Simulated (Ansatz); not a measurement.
Basis sets compared for NbO₂. The state is a doublet with charge 0. Geometry PBE0-D4/def2-TZVP. Ansatz on 4 threads of AMD EPYC 9R45 on a shared host; times are rough, and most runs start from earlier orbitals.

Cartesian coordinates in Å:
```
Nb -0.400 0.446 -0.344
O -0.862 -1.032 0.356
O 1.261 0.586 -0.012
```

In the def2 sets Nb takes a core potential; there is no spin–orbit coupling. The structure comes from a short search, and lower isomers may exist.

Binding counts from free atoms (Nb sextet, O triplet) in the same basis, without a counterpoise term.

```json
{"level": "PBE-D4/def2-SVP", "functions": "59", "energy (Eh)": "-207.2361", "HOMO (eV)": "-4.95", "LUMO (eV)": "-3.77", "binding per atom (eV)": "5.29", "wall time": "0.3 s"}
{"level": "PBE-D4/def2-TZVP (with forces)", "functions": "102", "energy (Eh)": "-207.4311", "HOMO (eV)": "-5.01", "LUMO (eV)": "-3.84", "binding per atom (eV)": "5.19", "wall time": "0.45 s"}
{"level": "r2SCAN-D4/def2-TZVP", "functions": "102", "energy (Eh)": "-207.5051", "HOMO (eV)": "-5.35", "LUMO (eV)": "-3.80", "binding per atom (eV)": "4.79", "wall time": "0.75 s"}
{"level": "PBE0-D4/def2-SVP", "functions": "59", "energy (Eh)": "-207.1665", "HOMO (eV)": "-5.96", "LUMO (eV)": "-2.97", "binding per atom (eV)": "4.65", "wall time": "0.4 s"}
{"level": "PBE0-D4/def2-TZVP", "functions": "102", "energy (Eh)": "-207.3627", "HOMO (eV)": "-6.00", "LUMO (eV)": "-3.01", "binding per atom (eV)": "4.59", "wall time": "0.6 s"}
```

Problem. Estimate the rows for PBE-D4/def2-TZVPD, r2SCAN-D4/def2-TZVPD, PBE0-D4/def2-TZVPD.

Solution. 
| level | functions | energy (Eh) | HOMO (eV) | LUMO (eV) | binding per atom (eV) | wall time |
| --- | --- | --- | --- | --- | --- | --- |
| PBE-D4/def2-TZVPD | 120 | -207.4329 | -5.03 | -3.86 | 5.19 | 0.5 s |
| r2SCAN-D4/def2-TZVPD | 120 | -207.5070 | -5.35 | -3.81 | 4.79 | 0.85 s |
| PBE0-D4/def2-TZVPD | 120 | -207.3646 | -6.01 | -3.03 | 4.59 | 0.55 s |
